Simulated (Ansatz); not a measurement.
ClCuH$_{3}$N (`[NH3+][Cu-][Cl]`). Total charge 0; spin multiplicity 1.

Cartesian coordinates in Å:
```
N 0.413 0.693 -0.033
Cu -0.578 -0.971 0.045
Cl -1.642 -2.757 0.129
H 0.067 1.362 0.648
H 0.341 1.126 -0.948
H 1.399 0.547 0.159
```

Problem. List the harmonic frequencies (cm⁻¹, unscaled) at PBE0-D4/def2-TZVP in Ansatz. (Estimate.)

Solution. Computed: 113, 114, 360, 474, 605, 605, 1225, 1658, 1658, 3488, 3593, 3593.

Problem. Is this a minimum?

Solution. Yes, all 12 modes are real.

Problem. Give the ideal-gas thermochemistry at 298.15 K and 1 bar (rigid rotor, harmonic oscillator; point group C3v, symmetry number 3).

Solution. Zero-point energy 104.6 kJ/mol; H(298) − E = 120.7 kJ/mol; entropy 294.6 J/(mol·K), of which translation 168.1, rotation 88.0, vibration 38.5; G(298) − E = 32.8 kJ/mol.
